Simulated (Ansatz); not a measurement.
An input meant for InN2H9⁺, that is In(NH3)2H3 with one electron fewer (charge 1, doublet; atoms displaced at random, 0.15 Å in each coordinate).

```yaml
crystal:
  periodic: [false, false, false]
  atoms:
    - {symbol: In, position_ang: [-0.085773, -0.123876, 0.190628]}
    - {symbol: N, position_ang: [0.004950, 0.012875, 2.803618]}
    - {symbol: H, position_ang: [-1.022604, -0.047612, 2.972631]}
    - {symbol: H, position_ang: [0.453035, 0.628101, 3.065953]}
    - {symbol: H, position_ang: [0.224343, -0.829994, 2.760528]}
    - {symbol: N, position_ang: [0.021048, -0.104306, -2.454956]}
    - {symbol: H, position_ang: [-0.865654, -0.132304, -3.033150]}
    - {symbol: H, position_ang: [0.591335, -0.912675, -2.874227]}
    - {symbol: H, position_ang: [0.454303, 0.881090, -3.111994]}
    - {symbol: H, position_ang: [1.704140, 0.077351, 0.113596]}
    - {symbol: H, position_ang: [-0.920732, 1.280641, -0.002994]}
    - {symbol: H, position_ang: [-0.956347, -1.681479, 0.100357]}
basis:
  gaussian: {orbitals: def2-TZVP}
total_charge: 1
magnetization: {spin_polarized: true, initial_magnetization: 1}
hamiltonian: {xc: {name: HF}}
correlation: {active_space: {window: {electrons: 40, orbitals: 30}}}
```

```sh
$ ansatz run in.yaml --threads 4 --pin off --events-out ev --progress --plain --max-ram 3916MiB
```

Output, abridged:

```
Error: invalid value for `correlation.active_space`: it starts from restricted Hartree–Fock orbitals; set hamiltonian.xc: hf without magnetization.spin_polarized
```

In the def2 sets In takes a core potential; there is no spin–orbit coupling.
